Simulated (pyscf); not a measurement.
H₃Si–S–Sb(Cl)–Cl → H₃Si–Cl + S=Sb–Cl, gas phase, singlet surface. Optimised with ωB97X-D3(BJ)/def2-SVP in PySCF. ΔG in kcal/mol from ωB97M-D3(BJ)/def2-TZVP energies (ideal gas, 1 atm, RRHO with modes under 100 cm⁻¹ raised to 100, one conformer, R ln 2 for chiral ones without a mode under 150 cm⁻¹).

| T (K) | ΔG |
|---|---|
| 298 | +14.5 |
| 600 | +3.5 |
| 900 | ? |
| 1200 | -16.7 |

### Question
Fit a line to the three values, predict ΔG at 900 K, and estimate where the reaction turns favourable at 1 atm of each gas.

### Answer
Least squares gives ΔG = +24.5 − 34.5 × T/1000 K, so ΔS is about +144 J/(mol K) and ΔH about +24.5 kcal/mol over this range (ΔH at 298 K: +25.9). At 900 K the line gives -6.6; the computed value is -6.8. ΔG = 0 falls near 710 K; 1 kcal/mol in the energy moves that by 29 K. This is thermodynamics alone and says nothing of the barrier. Elements past Kr carry the def2 core potentials, without spin-orbit coupling.
